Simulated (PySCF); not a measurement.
Task: Write Cartesian coordinates for `C[CH](C)[GeH2][C@@H]([SiH3])CF` as optimised with PBE0-D3(BJ)/def2-SVP.

Result: 
```
atom  x, y, z in Å
C1     1.841    0.185   -0.991
C2     1.336   -0.613    0.207
C3     2.448   -0.894    1.214
Ge4   -0.163    0.316    1.090
C5    -1.689    0.564   -0.151
Si6   -2.031   -1.007   -1.140
C7    -2.919    1.028    0.603
F8    -2.615    2.058    1.469
H9     1.061    0.326   -1.756
H10    2.194    1.185   -0.688
H11    2.689   -0.326   -1.479
H12    0.935   -1.578   -0.151
H13    3.283   -1.437    0.738
H14    2.096   -1.504    2.060
H15    2.863    0.040    1.626
H16   -0.671   -0.519    2.287
H17    0.339    1.685    1.589
H18   -1.383    1.343   -0.872
H19   -2.195   -2.175   -0.220
H20   -3.287   -0.865   -1.942
H21   -0.902   -1.284   -2.076
H22   -3.700    1.392   -0.087
H23   -3.348    0.205    1.203
```

Any rigid rotation of these coordinates is as good. Atoms count from 1 in this order. Of the pairs four or more bonds apart, Si6···H12 is among the closest relative to their van der Waals radii: 3.18 Å, 96 % of the sum of Bondi's values. Si6 (SiH3 silicon) is tetrahedral (angles from 108.1° to 110.7°). Ge4 (germanium bonded to 2 C and 2 H) is tetrahedral (angles from 107.4° to 111.3°).

Bonds between heavy atoms (Å): C1–C2 1.526, C2–C3 1.526, C2–Ge4 1.972, Ge4–C5 1.983, C5–Si6 1.887, C5–C7 1.515, C7–F8 1.380.

Computed with PBE0-D3(BJ)/def2-SVP geometry optimisation, gas phase in PySCF.

Point group: C1 (no symmetry element, even within 0.4 Å). Not checked by PBE0-D3(BJ)/def2-SVP frequencies. The numbers are those of one conformer (C1–C2–Ge4–C5 60°, C2–Ge4–C5–Si6 44°, Ge4–C5–C7–F8 47°).
